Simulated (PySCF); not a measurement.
C4H7F3Si.
Z-matrix (Å and degrees, PBE0-D3(BJ)/def2-SVP geometry), rows numbered from 1:
```
C 
C   1  1.5107
C   2  1.5431  1  119.29
Si  3  1.8524  2   65.73  1  -117.34
C   4  1.9255  2  117.12  3  -101.22
F   5  1.3434  4  111.19  2    35.08
F   5  1.3416  4  112.05  2   154.89
F   5  1.3412  4  112.25  2   -84.94
H   1  1.0999  2  111.55  3    46.77
H   1  1.1031  2  110.83  3   -73.06
H   1  1.1003  2  111.27  3   166.82
H   2  1.0990  1  113.55  3   136.59
H   3  1.0970  2  115.40  4   109.11
H   3  1.0954  2  117.76  4  -113.64
H   4  1.4806  2  124.24  3   108.36
```

All values: CAM-B3LYP/def2-SVPD (PySCF, non-relativistic), on one gas-phase PBE0-D3(BJ)/def2-SVP geometry that isn't relaxed in the solvent. The solvent is an IEF-PCM continuum (van der Waals radii × 1.2), and excitations are vertical TDDFT with non-equilibrium linear response and a frozen core. Specific hydrogen bonds and non-electrostatic terms are outside this model.

Gas-phase singlets (H = HOMO, L = LUMO):

```tsv
state	E (eV)	λ (nm)	f	leading configurations
S1	6.527	190	0.184	H→L 82%, H→L+2 10%
S2	6.585	188	0.017	H→L+1 67%, H→L+2 22%
S3	6.776	183	0.051	H→L+2 40%, H→L+4 23%
S4	7.188	172	0.001	H→L+3 50%, H→L+5 17%
S5	7.469	166	0.002	H-1→L 52%, H→L+3 31%
```

Question: What are the lowest 5 singlets in benzene (ε = 2.271)?

Answer: 
| state | E (eV) | λ (nm) | f | leading configurations | change by rank (eV) |
| --- | --- | --- | --- | --- | --- |
| S1 | 6.423 | 193 | 0.295 | H→L 93% | -0.104 |
| S2 | 6.599 | 188 | 0.003 | H→L+1 50%, H→L+2 45% | +0.014 |
| S3 | 6.736 | 184 | 0.048 | H→L+2 28%, H→L+4 25% | -0.040 |
| S4 | 7.172 | 173 | 0.001 | H→L+3 42%, H→L+5 22% | -0.016 |
| S5 | 7.436 | 167 | 0.002 | H-1→L 42%, H→L+3 37% | -0.033 |

Question: The ground-state energy changes by -0.045 eV from gas to benzene. By how much does the total energy of gas-phase S1 change?

Answer: E(S1) = E(S0) + excitation energy, so it changes by -0.045 − 0.104 = -0.149 eV: it is lowered more than the ground state, which is what a red shift means. This is the vertical state, with the slow part of the continuum still set for S0.

Question: How do the frontier levels move from gas to benzene?

Answer: 
| orbital | gas (eV) | solvent (eV) | change (eV) |
| --- | --- | --- | --- |
| LUMO+2 | 1.53 | 1.62 | +0.09 |
| LUMO+1 | 1.23 | 1.35 | +0.12 |
| LUMO | 0.91 | 1.02 | +0.11 |
| HOMO | -8.50 | -8.36 | +0.14 |
| HOMO-1 | -9.91 | -9.77 | +0.14 |
| HOMO-2 | -11.21 | -11.15 | +0.06 |
| HOMO-3 | -11.63 | -11.48 | +0.15 |

The HOMO–LUMO gap goes from 9.41 to 9.38 eV.
